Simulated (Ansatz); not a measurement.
A single point on `O[Si]1([SiH3])CC1`.

```yaml
crystal:
  periodic: [false, false, false]
  atoms:
    - {symbol: O, position_ang: [-1.735777, 1.196163, 0.473125]}
    - {symbol: Si, position_ang: [-0.413134, 0.276851, 0.123608]}
    - {symbol: Si, position_ang: [-0.016228, -1.240913, 1.827542]}
    - {symbol: C, position_ang: [0.057711, -0.110814, -1.614074]}
    - {symbol: C, position_ang: [0.971727, 0.931758, -0.898511]}
    - {symbol: H, position_ang: [-1.999074, 1.864740, -0.161354]}
    - {symbol: H, position_ang: [1.186710, -2.026954, 1.441861]}
    - {symbol: H, position_ang: [-1.164296, -2.168365, 2.006295]}
    - {symbol: H, position_ang: [0.248602, -0.551279, 3.117667]}
    - {symbol: H, position_ang: [-0.543581, 0.281807, -2.430134]}
    - {symbol: H, position_ang: [0.516335, -1.060722, -1.870864]}
    - {symbol: H, position_ang: [0.914294, 1.944598, -1.289055]}
    - {symbol: H, position_ang: [1.997213, 0.628429, -0.711504]}
basis:
  gaussian: {orbitals: def2-QZVPP}
correlation: {method: mp2}
```

```sh
$ ansatz run in.yaml --threads 4 --pin off --events-out ev --progress --plain --max-ram 10444MiB
```

Output, abridged:

```
Functional definition: HF
3261 factors; integrals over basis functions are off by at most 8.0e-4 eV
mean field evaluation 1: about -19946.6169 eV, gradient 4.8e1 eV
mean field evaluation 2: about -19946.7529 eV, gradient 4.8e1 eV
mean field evaluation 4: about -19952.2663 eV, gradient 4.3e0 eV
mean field evaluation 8: about -19952.3498 eV, gradient 3.5e-1 eV
mean field -19952.35030007 eV, -733.2353493388 hartree, gradient 8.2e-7 eV, S^2 0.000000; 0 other end points of the search recorded, 0 dependent functions left out
13 core orbitals not correlated: weight in the atoms' cores, before any rotation towards them, 1.000 or more for the frozen orbitals, at most 0.000 for the correlated occupied ones
reference -19952.35030007 eV, -733.2353493388 hartree; 15, 15 occupied and 523, 523 virtual orbitals, 3261 factors
second order -24.12423160 eV of doubles, -0.00000000 eV of singles
Total energy: -19976.47453167 eV, -734.1218984981 hartree
```

Hardware: 4 threads of an Arm Neoverse V2 on a shared host. Wall time 25 s, peak host memory 4.1 GiB.
